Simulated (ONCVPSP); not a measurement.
## Scattering properties, ONCV potential for boron (B)

- Element: B
- Generator: ONCVPSP 4.0.1
- Type: optimised norm-conserving Vanderbilt (ONCV)
- Functional: PBE
- Relativity: scalar-relativistic
- Frozen core: [He]
- Valence charge: 3
- Reference configuration: 2s2 (charge +1)
- Partial waves: 2s: rc 1.60 bohr, ncon 4, nbas 7, qcut 4.1 1/bohr, 1 projector; p scattering state at 0.3 Ha: rc 1.65 bohr, ncon 4, nbas 8, qcut 4.8 1/bohr, 2 projectors, debl 2.1 Ha; d scattering state at 0.21 Ha: rc 1.35 bohr, ncon 4, nbas 7, qcut 6.6 1/bohr, 1 projector
- Local potential: polynomial inside 1.30 bohr (lpopt 4, dvloc0 0 Ha)
- Core correction: none

In the p channel the program set the typed energies aside and used 0.050, 2.150 Ha.

The phase is arctan(r·R′/R) of the radial function R(r), unwrapped; energies in Ha, scanned from -2 to 5 Ha. A pole is an energy at which the radial function vanishes at the test radius. The pseudo phase is shifted by a multiple of π to meet the all-electron one at the reference energy, and phase errors are pseudo minus all-electron; the curves can meet again beyond the range given. Levels narrower than the energy grid can be missing from the lists of poles.

Task: For each channel, where are the poles, and over which energies does the pseudopotential scatter like the atom?

Result:

```tsv
channel	radius (bohr)	reference energy (Ha)	poles, all-electron	poles, pseudo	unbroken range about the reference energy with phases within 0.05 rad	phase error 1 Ha above the reference energy (rad)
s	1.63	-0.72	1.07	0.94	below 1.5	-0.008
p	1.68	0.05	0.66	0.66	the whole range	+0.000
d	1.37	0.21	none	none	the whole range	+0.001
```

Phases in the s channel:

```
E (Ha)  all-electron  pseudo
 -1.98         0.723   0.714
 -1.80         0.577   0.568
 -1.62         0.381   0.371
 -1.44         0.126   0.118
 -1.26        -0.173  -0.179
 -1.08        -0.473  -0.476
 -0.90        -0.729  -0.729
 -0.72        -0.926  -0.926
 -0.54        -1.073  -1.074
 -0.36        -1.184  -1.186
 -0.18        -1.270  -1.272
  0.00        -1.337  -1.341
  0.18        -1.392  -1.398
  0.36        -1.438  -1.447
  0.54        -1.477  -1.489
  0.72        -1.512  -1.527
  0.90        -1.543  -1.563
  1.08        -1.572  -1.598
  1.26        -1.599  -1.633
  1.44        -1.625  -1.669
  1.62        -1.651  -1.709
  1.80        -1.678  -1.756
  1.98        -1.705  -1.813
  2.16        -1.734  -1.888
  2.34        -1.766  -1.997
  2.52        -1.802  -2.169
  2.70        -1.844  -2.475
  2.88        -1.893  -3.009
  3.06        -1.954  -3.619
  3.24        -2.033  -4.011
  3.42        -2.138  -4.226
  3.60        -2.283  -4.353
  3.78        -2.490  -4.436
  3.96        -2.783  -4.495
  4.14        -3.147  -4.539
  4.32        -3.510  -4.574
  4.50        -3.796  -4.604
  4.68        -3.999  -4.629
  4.86        -4.141  -4.651
```
